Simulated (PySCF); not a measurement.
## Working out the ionisation energy of Mn+

Mn+ [Ar] 3d5 4s1 (7S) → Mn(2+) [Ar] 3d5 (6S). All numbers are calculated (PySCF 2.14, the spin-free X2C one-electron Hamiltonian (Gaussian nucleus), in cc-pVDZ-DK (6s5p3d1f, 43 functions)). Frozen: [Ar]. Energies in hartree (1 hartree = 27.21139 eV):

| part | Mn+ (lower) | Mn(2+) (upper) |
| --- | --- | --- |
| UHF | -1157.160677 | -1156.613647 |
| MP2 opposite-spin | 0.000000 | 0.000000 |
| MP2 same-spin | -0.068392 | -0.054051 |

**Question.** What does Hartree-Fock give?

**Answer.** (-1156.613647) − (-1157.160677) = 0.547030 hartree = 14.885 eV.

**Question.** What do MP2 and SCS-MP2 (6/5 opposite-spin, 1/3 same-spin) give?

**Answer.** The opposite-spin parts differ by 0.000 eV and the same-spin parts by 0.390 eV. MP2: 14.885 + (0.000) + (0.390) = 15.275 eV. SCS-MP2: 14.885 + 1.2 × (0.000) + (0.390)/3 = 15.015 eV.

Measured between the centres of the two terms (NIST): 15.640 eV, so MP2 (valence) is off by -0.365 eV.

A double-zeta basis recovers only part of the correlation energy.

What remains against the reference includes basis incompleteness, the frozen core and correlation beyond second order.
